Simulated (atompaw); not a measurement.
# Pseudopotential generation for silver (Ag): PAW (atompaw), LDA (PW92), scalar-relativistic.

| Property | Result |
| --- | --- |
| Element | Ag |
| Generator | atompaw 4.2.0.5 |
| Type | PAW |
| Functional | LDA (PW92) |
| Relativity | scalar-relativistic |
| Frozen core | [Ar] 3d10 |
| Valence charge | 19 |
| Reference configuration | 4s2 4p6 4d10 5s1 5p0 |
| Partial waves | 4s (bound): rc 1.50 bohr; 5s (bound): rc 1.50 bohr; 4p (bound): rc 1.55 bohr; 5p (bound, empty): rc 1.55 bohr; 4d (bound): rc 1.55 bohr; 4d channel at -0.15 Ry: rc 1.55 bohr |
| Local potential | troulliermartins scheme with l = 3 at -0.5 Ry, radius 1.45 bohr |
| Core correction | smooth core density matched at 1.00 bohr |
| Augmentation charge | besselshape compensation charge, radius 1.20 bohr; PAW radius 1.55 bohr; waves and projectors: custom polynom2 7 10 vanderbiltortho |

- Cutoffs needed: 180 Ry and over 300 Ry (the cutoffs (Ry, on a coarse ladder) from which the occupation-weighted sum of valence levels, in a spherical-Bessel basis at the reference potential, stays within 10 and 1 mRy of its value at 400 Ry)
- Ghost test: no extra level below or beside the all-electron valence levels (s, p, d, f tested) (spherical-Bessel basis up to 400 Ry, 20 bohr box)
- Lowest eigenvalue of the overlap operator: 0.58 (s channel)
- Overlap eigenvalues printed by atompaw (projector basis): 0.882, 0.893, 2.17, 92.2, 2.12e+03, 2.45e+04
- Share of each valence orbital outside the PAW sphere: 4s 4 %, 5s 95 %, 4p 8 %, 5p 99 %, 4d 33 %
